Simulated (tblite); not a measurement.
Compound: C3H15GeNSi2.
Atom-mapped SMILES: `[CH3:1][NH:2][C@H:3]([CH2:4][SiH3:5])[GeH2:6][SiH3:7]` (hydrogens: H8, H9, H10 on C1; H11 on N2; H12 on C3; H13, H14 on C4; H15, H16, H17 on Si5; H18, H19 on Ge6; H20, H21, H22 on Si7)

Computed with GFN2-xTB (tblite), gas phase: L-BFGS steps from a force-field or distance-geometry start until the largest atomic force falls under 0.01 eV/Å.

Step 103: E = -608.4951 eV
```
atom  x, y, z in Å  |  force x, y, z in eV/Å
C1      0.1687    2.2172   -0.9196    0.013   0.005   0.002
N2      0.6267    0.8549   -0.7990    0.013   0.004  -0.001
C3      0.4510    0.2752    0.5125   -0.004   0.005  -0.001
C4      1.0275   -1.1310    0.4659    0.002   0.012   0.011
Si5     2.7479   -1.0703   -0.3454    0.007   0.017  -0.011
Ge6    -1.4436    0.2118    1.2546    0.020  -0.046   0.021
Si7    -2.9589   -1.0127   -0.0400    0.007   0.008   0.012
H8      0.6917    2.8289   -0.1832   -0.008  -0.006  -0.012
H9      0.4059    2.5885   -1.9158   -0.006   0.003   0.001
H10    -0.9161    2.3253   -0.7499    0.010   0.011   0.012
H11     0.1677    0.2728   -1.4947   -0.014  -0.006   0.012
H12     1.0530    0.8797    1.2023   -0.010  -0.005   0.001
H13     1.0781   -1.5450    1.4736    0.001   0.012   0.007
H14     0.3641   -1.7821   -0.1113    0.011   0.004   0.012
H15     3.4242   -2.3375   -0.0365    0.009  -0.009  -0.004
H16     3.5048    0.0369    0.2375   -0.004  -0.011  -0.015
H17     2.6505   -0.9327   -1.7977   -0.005  -0.013   0.015
H18    -1.2898   -0.3807    2.6441    0.006   0.002  -0.027
H19    -1.9229    1.6047    1.6320   -0.018   0.017  -0.005
H20    -4.3075   -1.0223    0.5183   -0.025   0.014  -0.002
H21    -2.5066   -2.4000   -0.1510    0.002  -0.020  -0.019
H22    -3.0270   -0.4624   -1.3976   -0.007   0.000  -0.007
```

Step 104: E = -608.4955 eV
```
atom  x, y, z in Å  |  force x, y, z in eV/Å
C1      0.1688    2.2158   -0.9183    0.012   0.005   0.001
N2      0.6256    0.8529   -0.7984    0.012   0.011   0.001
C3      0.4505    0.2746    0.5139    0.003  -0.001  -0.003
C4      1.0286   -1.1311    0.4684    0.009   0.008   0.007
Si5     2.7479   -1.0702   -0.3465    0.007   0.032  -0.015
Ge6    -1.4437    0.2115    1.2554    0.015  -0.064   0.019
Si7    -2.9599   -1.0111   -0.0409    0.010   0.012   0.009
H8      0.6935    2.8268   -0.1825   -0.008  -0.006  -0.016
H9      0.4033    2.5872   -1.9148    0.006   0.003  -0.006
H10    -0.9154    2.3258   -0.7475    0.001   0.006   0.020
H11     0.1654    0.2708   -1.4931   -0.015  -0.004   0.012
H12     1.0520    0.8804    1.2031   -0.010  -0.008  -0.002
H13     1.0800   -1.5436    1.4768    0.004   0.011   0.001
H14     0.3660   -1.7837   -0.1084    0.009   0.007   0.019
H15     3.4305   -2.3326   -0.0322    0.004  -0.008  -0.004
H16     3.5040    0.0431    0.2272   -0.011  -0.018  -0.018
H17     2.6460   -0.9405   -1.8000   -0.004  -0.016   0.028
H18    -1.2924   -0.3838    2.6439    0.009   0.003  -0.026
H19    -1.9184    1.6042    1.6341   -0.026   0.030  -0.001
H20    -4.3110   -1.0191    0.5117   -0.020   0.011   0.002
H21    -2.5065   -2.3978   -0.1545   -0.002  -0.020  -0.014
H22    -3.0253   -0.4605   -1.3982   -0.005   0.005  -0.014
```

Step 105: E = -608.4960 eV
```
atom  x, y, z in Å  |  force x, y, z in eV/Å
C1      0.1694    2.2136   -0.9165    0.004   0.009   0.000
N2      0.6241    0.8499   -0.7974    0.006   0.019   0.005
C3      0.4497    0.2735    0.5159    0.011  -0.008  -0.005
C4      1.0303   -1.1312    0.4725    0.020   0.003   0.002
Si5     2.7477   -1.0693   -0.3477    0.007   0.037  -0.016
Ge6    -1.4441    0.2105    1.2562    0.006  -0.064   0.009
Si7    -2.9611   -1.0084   -0.0427    0.006   0.010  -0.001
H8      0.6987    2.8238   -0.1834   -0.003  -0.004  -0.020
H9      0.3976    2.5845   -1.9146    0.019   0.001  -0.007
H10    -0.9134    2.3271   -0.7404   -0.004  -0.003   0.024
H11     0.1609    0.2677   -1.4902   -0.014   0.000   0.009
H12     1.0496    0.8814    1.2049   -0.007  -0.010  -0.007
H13     1.0828   -1.5413    1.4819    0.007   0.007  -0.003
H14     0.3688   -1.7862   -0.1032    0.007   0.010   0.026
H15     3.4412   -2.3244   -0.0263   -0.005  -0.005  -0.004
H16     3.5021    0.0529    0.2109   -0.016  -0.020  -0.016
H17     2.6378   -0.9529   -1.8021   -0.003  -0.017   0.033
H18    -1.2968   -0.3903    2.6416    0.013   0.002  -0.012
H19    -1.9115    1.6045    1.6377   -0.034   0.030   0.002
H20    -4.3158   -1.0138    0.5022   -0.007   0.006   0.006
H21    -2.5059   -2.3947   -0.1601   -0.009  -0.014  -0.006
H22    -3.0227   -0.4578   -1.4000   -0.003   0.011  -0.019
```

**Question.** Estimate the geometry and energy of step 106. (The exact step hangs on the optimiser's Hessian estimate; all steps are aligned on step 105, rigid shifts and turns removed.)

**Answer.** E = -608.4964 eV, largest force 0.039 eV/Å
```
atom  x, y, z in Å  |  force x, y, z in eV/Å
C1      0.1703    2.2121   -0.9155   -0.004   0.010   0.001
N2      0.6240    0.8479   -0.7966   -0.006   0.018   0.004
C3      0.4493    0.2728    0.5175    0.012  -0.009  -0.004
C4      1.0316   -1.1311    0.4760    0.023   0.001  -0.001
Si5     2.7472   -1.0680   -0.3484    0.005   0.025  -0.011
Ge6    -1.4445    0.2092    1.2562   -0.001  -0.039  -0.003
Si7    -2.9619   -1.0062   -0.0445   -0.002   0.002  -0.014
H8      0.7045    2.8224   -0.1860    0.002   0.000  -0.022
H9      0.3921    2.5818   -1.9156    0.022  -0.004   0.000
H10    -0.9113    2.3281   -0.7322    0.001  -0.010   0.019
H11     0.1583    0.2654   -1.4876   -0.009   0.006   0.009
H12     1.0472    0.8819    1.2070   -0.001  -0.008  -0.010
H13     1.0848   -1.5393    1.4860    0.012   0.004  -0.002
H14     0.3707   -1.7877   -0.0984    0.005   0.008   0.027
H15     3.4493   -2.3178   -0.0229   -0.013   0.000  -0.002
H16     3.5001    0.0602    0.1985   -0.013  -0.011  -0.009
H17     2.6306   -0.9624   -1.8026   -0.003  -0.015   0.020
H18    -1.3000   -0.3970    2.6379    0.017   0.000   0.009
H19    -1.9072    1.6052    1.6405   -0.034   0.012   0.002
H20    -4.3188   -1.0092    0.4961    0.005   0.002   0.006
H21    -2.5054   -2.3926   -0.1643   -0.017  -0.006   0.001
H22    -3.0212   -0.4563   -1.4021   -0.002   0.014  -0.019
```

The energy changes by -0.0004 eV. The first-order estimate −F·Δx gives -0.0005 eV and the mean of the old and new forces, exact on a quadratic surface, -0.0004 eV. The step makes an angle of 82° with the force vector and moves no atom by more than 0.014 Å.

What follows is the cost of the whole relaxation. On Arm Neoverse N1, one thread, on a shared host, this took 2.6 s of wall time.
